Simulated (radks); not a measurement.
The numbers below are computed, except where a source is named.
Q: Ionisation of the technetium ion Tc2+, [Kr] 4d5, to [Kr] 4d4 as the strength of local exchange is varied. Code: a radial shooting solver on a logarithmic mesh with Libxc functionals. Model: Dirac Kohn-Sham, Slater X-alpha exchange (alpha = 2/3 is LDA exchange), no correlation, spin-unpolarised, spherical densities, finite nucleus; open shells are shared between the two j in proportion to 2j + 1; Fermi nuclear charge, rms radius 4.4112 fm.

| alpha | E(Tc2+) (hartree) | exchange (hartree) | IE (eV) | -e of the level emptied (eV) | <r> of it (bohr) |
|---|---|---|---|---|---|
| 0.667 | -4277.15298 | -119.75244 | 27.448 | 21.195 (4d5/2) | 1.643 |
| 0.674 | -4278.40993 | -121.04348 | 27.568 | 21.303 (4d5/2) | 1.640 |
| 0.682 | -4279.84688 | -122.51983 | 27.706 | 21.427 (4d5/2) | 1.637 |
| 0.857 | -4311.39640 | -155.04644 | 30.829 | 24.261 (4d5/2) | 1.566 |
| 1.017 | -4340.43595 | -185.17156 | 33.876 | 27.056 (4d5/2) | 1.508 |
| 1.036 | -4343.89670 | -188.77338 | 34.249 | 27.401 (4d5/2) | 1.502 |
| x | -4303.98487 | -147.38625 | 30.078 | 23.576 (4d5/2) | 1.582 |

Which alpha was used in the last row?

A: alpha = 0.816. NIST Atomic Spectra Database: 29.550 eV (semi-empirical). The Delta-SCF value meets it near alpha = 0.79. Spin polarisation and multiplet splitting are left out, so open shells lie too high by an amount that depends on their filling. Sharing an open shell by 2j + 1 raises it above the true ground level by a part of the spin-orbit splitting, which enters the differences from NIST.

Beside tabulated values, note that spin-unpolarised runs miss the spin-polarisation part of the exchange energy of open shells.
